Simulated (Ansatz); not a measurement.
Correlation energies of H7NOSi2, SMILES `O[SiH2]N[SiH3]` by basis set

```xyz
11

O    -0.6049   -2.4318    0.0050
Si    0.5245   -1.2592   -0.2336
N     0.2262    0.1904    0.6415
Si   -0.2271    1.7470    0.0454
H    -1.5095   -2.2318   -0.2399
H     1.7766   -1.9025    0.2235
H     0.5885   -0.8523   -1.6606
H     0.3368    0.1228    1.6449
H     0.8556    2.7564    0.2030
H    -0.5446    1.5966   -1.3965
H    -1.4222    2.2643    0.7672
```

The species carries charge 0 and has multiplicity 1. The structure was optimised at the PBE0-D4/def2-TZVP level. It is one conformer, not always the lowest. Frozen core, restricted reference, Ansatz. CBS rows extrapolate triple and quadruple zeta; past MP2 they add the triple-zeta difference.

```
     basis     HF (Eh)  MP2 corr.  CCSD corr.       (T)  CCSD(T) total
  def2-SVP  -711.06086   -0.55672    -0.60684  -0.01382     -711.68152
def2-TZVPP  -711.44385   -0.70598    -0.74984  -0.02589     -712.21958
def2-QZVPP  -711.46948   -0.76011           –         –              –
 CBS(def2)  -711.47301   -0.80021    -0.84407     as TZ     -712.34297
```
